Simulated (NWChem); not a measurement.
C$_{2}$H$_{3}$BF$_{2}$O; SMILES O=CB(F)CF

```xyz
9

O     -1.0386     1.7184    -0.4484
C     -0.5172     1.1516     0.4870
B      0.6043     0.0793     0.1172
F      1.8514     0.4915    -0.0497
C      0.2702    -1.4283    -0.1634
F     -1.0245    -1.7466     0.1699
H     -0.8350     1.3821     1.5404
H      0.9696    -2.0814     0.3940
H      0.4439    -1.6464    -1.2360
```
Atoms are numbered in this order, from 1.

Computed with NWChem. Coordinates come from a PBE0/def2-SVP optimisation. B3LYP is NWChem's, with the RPA form of VWN correlation. Atomic charges in e: unrestrained fits to the electrostatic potential beside Mulliken populations; buried atoms are poorly determined by the fit.

### Question
Estimate the computed values for B3LYP/def2-SVP. Quantities: ESP O1; Mulliken O1; ESP C2; Mulliken C2; ESP B3; Mulliken B3; ESP F4; Mulliken F4; ESP C5; Mulliken C5; relative RMS misfit of the potential (%).

### Answer
```json
{
 "ESP O1": "-0.40",
 "Mulliken O1": "-0.22",
 "ESP C2": "0.38",
 "Mulliken C2": "0.21",
 "ESP B3": "0.33",
 "Mulliken B3": "0.02",
 "ESP F4": "-0.25",
 "Mulliken F4": "-0.07",
 "ESP C5": "0.18",
 "Mulliken C5": "0.24",
 "relative RMS misfit of the potential (%)": "19"
}
```
